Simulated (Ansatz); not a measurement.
Program: Ansatz. Geometries: PBE0-D4/def2-TZVP. ΔE: electronic, gas phase. CCSD(T)/CBS is the MP2 limit (def2-TZVPP, def2-QZVPP) plus CCSD(T) − MP2 in def2-TZVPP, frozen cores. DFT in def2-TZVPP. def2 core potentials past Kr. For In outer-core shells are correlated without core-valence functions, which leaves a few kJ/mol of doubt a bond. Each species was taken in one conformer, which may not be the lowest.

Reaction (substitution at a C–In bond): `C[CH2][In]([F])[Cl]` + `S[SiH2]Cl` → `CCS[SiH2]Cl` + `[F][InH][Cl]`

`C[CH2][In]([F])[Cl]`:

Z-matrix (Å, degrees):
```
C
C 1 1.520
H 1 1.091 2 112.1
H 1 1.091 2 112.1 3 -120.6
H 1 1.094 2 110.3 3 119.7
In 2 2.141 1 113.7 3 60.2
H 2 1.092 1 112.2 3 -59.8
H 2 1.092 1 112.2 3 -179.9
Cl 6 2.319 2 130.9 1 179.9
F 6 1.952 2 120.2 1 -0.1
```

`S[SiH2]Cl`:

```xyz
6

S     0.227   -1.374    0.984
Si   -0.349    0.213   -0.300
Cl    1.035    0.597   -1.768
H     1.213   -0.675    1.572
H    -0.523    1.473    0.454
H    -1.603   -0.233   -0.942
```

`CCS[SiH2]Cl`:

Z-matrix (Å, degrees):
```
C
C 1 1.513
H 1 1.092 2 111.5
H 1 1.094 2 110.0 3 -119.6
H 1 1.091 2 111.0 3 120.4
S 2 1.829 1 114.0 3 -63.5
H 2 1.092 1 111.1 3 179.5
H 2 1.092 1 112.0 3 59.9
Si 6 2.107 2 101.3 1 76.6
Cl 9 2.062 6 111.8 2 59.8
H 9 1.479 6 106.0 2 178.8
H 9 1.481 6 113.3 2 -58.8
```

`[F][InH][Cl]`:

```xyz
4

F    -0.170    1.611   -0.948
In    0.181   -0.069   -0.044
Cl   -1.656   -0.652    1.220
H     1.644   -0.891   -0.229
```

Is it downhill or uphill in electronic energy at CCSD(T)/CBS, and by how much? (Best estimate.)

The calculation gave: Uphill: ΔE = +7.9 kcal/mol.

What do these levels give: PBE0-D4, ωB97X-V, PBE, PBE0, HF/def2-TZVPP, MP2/def2-TZVPP, SCS-MP2/def2-TZVPP, CCSD(T)/def2-TZVPP, HF/def2-QZVPP, MP2/def2-QZVPP, HF/CBS(def2), CCSD/CBS(def2)? (Estimate.)

The calculation gave: PBE0-D4 6.1, ωB97X-V 5.8, PBE 7.7, PBE0 7.1, HF/def2-TZVPP 6.2, MP2/def2-TZVPP 8.6, SCS-MP2/def2-TZVPP 8.2, CCSD(T)/def2-TZVPP 7.9, HF/def2-QZVPP 6.2, MP2/def2-QZVPP 8.6, HF/CBS(def2) 6.2, CCSD/CBS(def2) 8.0 kcal/mol.

Largest T1 diagnostic among the species: 0.015.

The D4 term adds −1.8 kcal/mol with B3LYP and −1.0 kcal/mol with PBE0; it sums over pairs of atoms, weighted by their polarisabilities, and B3LYP, whose exchange is more repulsive, gets the larger term. In def2-TZVPP, CCSD(T) changes the Hartree–Fock value by +1.7 kcal/mol (the triples alone add −0.1 kcal/mol) and MP2 by +2.4 kcal/mol.

B3LYP here is the variant with VWN-RPA as its local correlation; programs differ in this.
